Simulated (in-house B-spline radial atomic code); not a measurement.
Ionising Cd⁶⁺ with different functionals

Computed with an all-electron radial atomic-structure program (B-spline basis): non-relativistic Hamiltonian, point nucleus, spin-polarised at highest spin, spherical fractional occupations for the functionals, the average over the highest-spin determinants for Hartree-Fock. The ionisation energy is the difference of two self-consistent energies, [Kr] 4d6 → [Kr] 4d5, without Breit or QED terms; ε is the level of the shell that loses the electron (its least bound occupied spin orbital). There is no spin-orbit coupling in this Hamiltonian.

Hybrids are left out here: with spherical fractional occupations of an open shell their exact exchange keeps a self-interaction that integer-occupation calculations don't have.

| method | rung | ΔSCF (eV) | -ε(4d) (eV) |
| --- | --- | --- | --- |
| Hartree-Fock | Hartree-Fock | 105.23 | 106.46 |
| LDA VWN5 | LDA | 107.67 | 98.21 |
| LDA PW92 | LDA | 107.67 | 98.20 |
| LDA exchange-only | LDA | 105.30 | 95.94 |
| PBE | GGA | 107.22 | 97.81 |
| PBEsol | GGA | 107.23 | 97.81 |
| BLYP | GGA | 107.15 | 97.69 |
| RPBE | GGA | 107.16 | 97.75 |
| PW91 | GGA | 107.36 | 97.93 |
| BP86 | GGA | 107.38 | 97.94 |
| AM05 | GGA | 107.34 | 97.90 |
| OLYP | GGA | 107.56 | 98.10 |
| TPSS | meta-GGA | 107.01 | 97.62 |
| SCAN | meta-GGA | 106.39 | 97.23 |
| r2SCAN | meta-GGA | 106.38 | 97.23 |
| M06-L | meta-GGA | 106.71 | 97.43 |
| revTPSS | meta-GGA | 106.91 | 97.54 |

Problem. How do they compare with the NIST value?

Solution. NIST lists 105 eV ± 2 (tabulated theory, ground level to ground level). Errors run from +0.23 to +2.67 eV; all lie within about twice that uncertainty, so the table can't rank the methods. Hartree-Fock also lacks correlation.
